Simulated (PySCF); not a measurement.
PySCF input:

```python
from pyscf import gto, scf, dft

mol = gto.M(
    atom='''
    F     1.00312475   -0.21259832    1.66046507
    C     0.82365139   -0.30798279    0.44756352
    C    -0.29770210    0.08564303   -0.33800353
    F    -0.23531034    1.15498915   -1.00873377
    F    -1.11844727   -0.79416432   -0.72477130
    ''',
    basis='def2-tzvpd',
    charge=1,
    spin=0,
    verbose=4,
)

mf = dft.RKS(mol, xc='m062x').density_fit(auxbasis='def2-universal-jkfit')
mf.grids.level = 4
mf.conv_tol = 1e-9
mf.max_cycle = 100
mf.max_memory = 1500
mf.kernel()
if not mf.converged:
    mf = mf.newton()
    mf.kernel(mf.make_rdm1())
mf.analyze()
```

Q: Predict the final energy.

A: -375.25196 Eh (M06-2X/def2-TZVPD).
